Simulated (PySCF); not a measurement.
PySCF input (M06-2X/def2-TZVPD):

```python
from pyscf import gto, scf, dft

mol = gto.M(
    atom='''
    O    -1.36687604    0.55831406   -0.03290379
    Se    0.00828182   -0.28161326    0.00618097
    O     1.33167830    0.63854228    0.00663467
    ''',
    basis='def2-tzvpd',
    charge=0,
    spin=0,
    verbose=4,
)

mf = dft.RKS(mol, xc='m062x').density_fit(auxbasis='def2-universal-jkfit')
mf.grids.level = 4
mf.conv_tol = 1e-9
mf.max_cycle = 100
mf.max_memory = 1500
mf.kernel()
if not mf.converged:
    mf = mf.newton()
    mf.kernel(mf.make_rdm1())
mf.analyze()
```

Output:

```
PySCF version 2.14.0

[INPUT] verbose = 4
[INPUT] num. atoms = 3
[INPUT] num. electrons = 50
[INPUT] charge = 0
[INPUT] spin (= nelec alpha-beta = 2S) = 0
[INPUT] symmetry False subgroup None
[INPUT] Mole.unit = angstrom
[INPUT] Symbol           X                Y                Z      unit          X                Y                Z       unit  Magmom
[INPUT]  1 O     -1.366876040000   0.558314060000  -0.032903790000 AA   -2.583021361830   1.055060664894  -0.062179151560 Bohr   0.0
[INPUT]  2 Se     0.008281820000  -0.281613260000   0.006180970000 AA    0.015650371613  -0.532171934446   0.011680340484 Bohr   0.0
[INPUT]  3 O      1.331678300000   0.638542280000   0.006634670000 AA    2.516507273026   1.206670028155   0.012537709227 Bohr   0.0

nuclear repulsion = 191.140659812741
number of shells = 47
number of NR pGTOs = 222
number of NR cGTOs = 137
basis = def2-tzvpd
ecp = {}

******** <class 'pyscf.df.df_jk.DFRKS'> ********
method = DFRKS
initial guess = minao
damping factor = 0
level_shift factor = 0
DIIS = <class 'pyscf.scf.diis.CDIIS'>
diis_start_cycle = 1
diis_space = 8
diis_damp = 0
SCF conv_tol = 1e-09
SCF conv_tol_grad = None
SCF max_cycles = 100
direct_scf = False
XC library pyscf.dft.libxc version 7.1.2
    S. Lehtola, C. Steigemann, M. J. T. Oliveira, and M. A. L. Marques,  SoftwareX 7, 1–5 (2018)
XC functionals = m062x
    Y. Zhao and D. G. Truhlar,  Theor. Chem. Acc. 120, 215 (2008)
    Y. Zhao and D. G. Truhlar,  Theor. Chem. Acc. 120, 215 (2008)
radial grids:
    Treutler-Ahlrichs [JCP 102, 346 (1995); DOI:10.1063/1.469408] (M4) radial grids

becke partition: Becke, JCP 88, 2547 (1988); DOI:10.1063/1.454033
pruning grids: <function nwchem_prune>
grids dens level: 4
symmetrized grids: False
atomic radii adjust function: <function treutler_atomic_radii_adjust>
small_rho_cutoff = 0
Set gradient conv threshold to 3.16228e-05
Initial guess from minao.
tot grids = 86712
******** <class 'pyscf.df.df.DF'> ********
auxbasis = def2-universal-jkfit
init E= -2551.44307020772
  HOMO = -0.363195079813472  LUMO = -0.180862655268442  gap/eV = 4.96152
cycle= 1 E= -2551.72938620435  delta_E= -0.286  |g|= 1.07  |ddm|= 1.91
  HOMO = -0.267820220001223  LUMO = -0.116228698743491  gap/eV = 4.12502
cycle= 2 E= -2551.28565269954  delta_E= 0.444  |g|=  1.9  |ddm|= 1.71
  HOMO = -0.401248675159981  LUMO = -0.139706802124259  gap/eV = 7.11692
cycle= 3 E= -2551.95768259208  delta_E= -0.672  |g|= 0.0621  |ddm|= 1.06
[...]
cycle= 11 E= -2551.95877589614  delta_E= -4.37e-11  |g|= 2.17e-06  |ddm|= 1.56e-05
  HOMO = -0.397239380988724  LUMO = -0.12366136509376  gap/eV = 7.44444
Extra cycle  E= -2551.95877589614  delta_E= -4.55e-13  |g|= 1.94e-06  |ddm|= 3.85e-06
converged SCF energy = -2551.95877589614
**** SCF Summaries ****
Total Energy =                       -2551.958775896139741
Nuclear Repulsion Energy =             191.140659812741148
One-electron Energy =                -3928.362312651893717
Two-electron Energy =                 1185.262876943012998
Two-electron Coulomb Energy =         1289.555669092816061
DFT Exchange-Correlation Energy =     -104.292792149803006
HOMO-LUMO gap [eV] =                     7.444436997103566
**** MO energy ****
MO #1   energy= -456.479821919817  occ= 2
MO #2   energy= -59.0401329930795  occ= 2
MO #3   energy= -53.0966142234204  occ= 2
MO #4   energy= -53.0946273993395  occ= 2
MO #5   energy= -53.0944780359502  occ= 2
MO #6   energy= -19.6793556227627  occ= 2
MO #7   energy= -19.6793392878284  occ= 2
MO #8   energy= -8.28132437183878  occ= 2
MO #9   energy= -6.22008430356646  occ= 2
MO #10  energy= -6.21470578507407  occ= 2
MO #11  energy= -6.21257555887902  occ= 2
MO #12  energy= -2.49119822651571  occ= 2
MO #13  energy= -2.48912420124315  occ= 2
MO #14  energy= -2.48615217437548  occ= 2
MO #15  energy= -2.4854631716171   occ= 2
MO #16  energy= -2.48269343698026  occ= 2
MO #17  energy= -1.19069535707046  occ= 2
MO #18  energy= -1.1158442108221   occ= 2
MO #19  energy= -0.736063865605175 occ= 2
MO #20  energy= -0.539352092582157 occ= 2
MO #21  energy= -0.531467848174219 occ= 2
MO #22  energy= -0.521227650451451 occ= 2
MO #23  energy= -0.417771164853518 occ= 2
MO #24  energy= -0.411656506776419 occ= 2
MO #25  energy= -0.397239380988724 occ= 2
MO #26  energy= -0.12366136509376  occ= 0
MO #27  energy= 0.00342870622853781 occ= 0
MO #28  energy= 0.00720423136813661 occ= 0
MO #29  energy= 0.0098215454910643 occ= 0
MO #30  energy= 0.0209005646365614 occ= 0
MO #31  energy= 0.0651233755730405 occ= 0
MO #32  energy= 0.0685917370473143 occ= 0
MO #33  energy= 0.092690527593409  occ= 0
MO #34  energy= 0.102600271167693  occ= 0
MO #35  energy= 0.108917286096147  occ= 0
MO #36  energy= 0.11590339511442   occ= 0
MO #37  energy= 0.119325205544126  occ= 0
MO #38  energy= 0.149367687815225  occ= 0
MO #39  energy= 0.157250512685844  occ= 0
MO #40  energy= 0.170024071154392  occ= 0
MO #41  energy= 0.181674583710024  occ= 0
MO #42  energy= 0.212926301637676  occ= 0
MO #43  energy= 0.219605379995331  occ= 0
MO #44  energy= 0.248601077241235  occ= 0
MO #45  energy= 0.254140695831861  occ= 0
MO #46  energy= 0.313098626993406  occ= 0
MO #47  energy= 0.333779383864249  occ= 0
MO #48  energy= 0.370937581596568  occ= 0
MO #49  energy= 0.384105654715048  occ= 0
MO #50  energy= 0.384637671052143  occ= 0
MO #51  energy= 0.431805712832855  occ= 0
MO #52  energy= 0.437672562309031  occ= 0
MO #53  energy= 0.454142184113824  occ= 0
MO #54  energy= 0.478483028894504  occ= 0
MO #55  energy= 0.488700574049968  occ= 0
MO #56  energy= 0.525951211133845  occ= 0
MO #57  energy= 0.551421827359911  occ= 0
MO #58  energy= 0.561489517677244  occ= 0
MO #59  energy= 0.565566581692865  occ= 0
MO #60  energy= 0.571435744171791  occ= 0
MO #61  energy= 0.587221818494937  occ= 0
MO #62  energy= 0.626656559723346  occ= 0
MO #63  energy= 0.692010963387816  occ= 0
MO #64  energy= 0.750858423067187  occ= 0
MO #65  energy= 0.755040065312448  occ= 0
MO #66  energy= 0.820686582187181  occ= 0
MO #67  energy= 0.828879727244482  occ= 0
MO #68  energy= 0.845652549893611  occ= 0
MO #69  energy= 0.852228930092132  occ= 0
MO #70  energy= 0.890846626126772  occ= 0
MO #71  energy= 0.993954155097224  occ= 0
MO #72  energy= 1.02388536193381   occ= 0
MO #73  energy= 1.19311269839107   occ= 0
MO #74  energy= 1.21051851859463   occ= 0
MO #75  energy= 1.22279375542702   occ= 0
MO #76  energy= 1.29081147570424   occ= 0
MO #77  energy= 1.31129484278764   occ= 0
MO #78  energy= 1.32861074062743   occ= 0
MO #79  energy= 1.38540158834538   occ= 0
MO #80  energy= 1.42777124819352   occ= 0
MO #81  energy= 1.44076116056573   occ= 0
MO #82  energy= 1.49578861898554   occ= 0
MO #83  energy= 1.52357397044946   occ= 0
MO #84  energy= 1.58609162523241   occ= 0
MO #85  energy= 1.66142570132677   occ= 0
MO #86  energy= 1.76613175949163   occ= 0
MO #87  energy= 1.80934251918442   occ= 0
MO #88  energy= 1.82451526810708   occ= 0
MO #89  energy= 1.832263754665     occ= 0
MO #90  energy= 1.97834075612383   occ= 0
MO #91  energy= 2.11506554879443   occ= 0
MO #92  energy= 2.12141683476833   occ= 0
MO #93  energy= 2.14039044683518   occ= 0
MO #94  energy= 2.15631743112418   occ= 0
MO #95  energy= 2.24980851776674   occ= 0
MO #96  energy= 2.41113536578028   occ= 0
MO #97  energy= 2.41225806102497   occ= 0
MO #98  energy= 2.80550319335173   occ= 0
MO #99  energy= 2.82372031569512   occ= 0
MO #100 energy= 2.87058000874985   occ= 0
MO #101 energy= 2.94190870227303   occ= 0
MO #102 energy= 3.06986627742745   occ= 0
MO #103 energy= 3.0813975746941    occ= 0
MO #104 energy= 3.44629096731293   occ= 0
MO #105 energy= 3.57456365776589   occ= 0
MO #106 energy= 3.59445850172713   occ= 0
MO #107 energy= 3.67761717465084   occ= 0
[...]
```
